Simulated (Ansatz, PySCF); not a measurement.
C$_{3}$H$_{8}$F$_{2}$OSi (SMILES CC[Si](F)(F)OC), singlet, at a GFN2-xTB geometry, with bond 5-3 at 1.8 times its length. Base run: CASSCF(2,4)/STO-3G (PySCF).

The PySCF input:
```python
from pyscf import gto, scf, mcscf
import numpy

mol = gto.M(
    atom='''
C    -2.48420160    0.04554853    1.26585388
C    -0.99936045    0.36083749    1.44424941
Si    0.00255356   -0.03422413   -0.09460033
F    -0.54044405    0.71105032   -1.40994056
F    -0.28755455   -2.77577535   -0.96651277
O     1.53330854    0.32923904    0.19420604
C     2.67410977    0.22078613   -0.62606318
H    -2.90255484    0.62360708    0.44599270
H    -3.03704466    0.28445976    2.17208343
H    -2.62778972   -1.00872042    1.04394644
H    -0.61519352   -0.20440851    2.29364722
H    -0.88771514    1.41459077    1.70057586
H     3.52609767    0.57609216   -0.04762505
H     2.55645073    0.83028549   -1.52262597
H     2.83379989   -0.81739328   -0.91904875
''',
    basis='sto-3g',
    verbose=3,
)

mf = scf.RHF(mol)
mf.kernel()
mc = mcscf.CASSCF(mf, 4, 2)
mc.fix_spin_(ss=0.0)
mc.kernel()
occ = numpy.linalg.eigvalsh(mc.fcisolver.make_rdm1(mc.ci, mc.ncas, mc.nelecas))[::-1]
ss = mc.fcisolver.spin_square(mc.ci, mc.ncas, mc.nelecas)[0]
print('natural occupations', occ.round(4), ' <S^2>', round(ss, 4))
```

Programs used: Ansatz (a quantum-chemistry and plane-wave program), PySCF; a row that names a program was run with it.

The base run was repeated with changes; each row names its change, and settings that it needs were set with it.

```tsv
change	ΔE vs base (mEh)	natural occupations	<S^2> of the state
base	0.000	1.32 0.68 0.00 0.00	0.00
orbitals = fixed (CASCI)	9.377	1.34 0.66 0.00 0.00	0.00
code = ansatz	0.019	-	-
state_average = 2 states	4.648	-	-
orbitals = fixed (CASCI); correction = SC-NEVPT2	-234.5	1.34 0.66 0.00 0.00	0.00
start = MP2 natural orbitals	-0.003	1.32 0.68 0.00 0.00	0.00
fix_spin_ = off	0.000	1.32 0.68 0.00 0.00	0.00
solver = newton	-0.003	1.32 0.68 0.00 0.00	0.00
correction = SC-NEVPT2	-231.8	1.32 0.68 0.00 0.00	0.00
active space = 4 electrons, 6 orbitals	-11.378	1.99 1.32 0.68 0.01 0.00 0.00	0.00
active space = 10 electrons, 8 orbitals	-44.571	2.00 1.99 1.98 1.98 1.32 0.68 0.03 0.02	0.00
```

Active orbitals are taken around the Fermi level unless the row says otherwise; CASSCF can end in different local minima, and two programs can end on different orbitals. State-averaged rows give the lowest state.
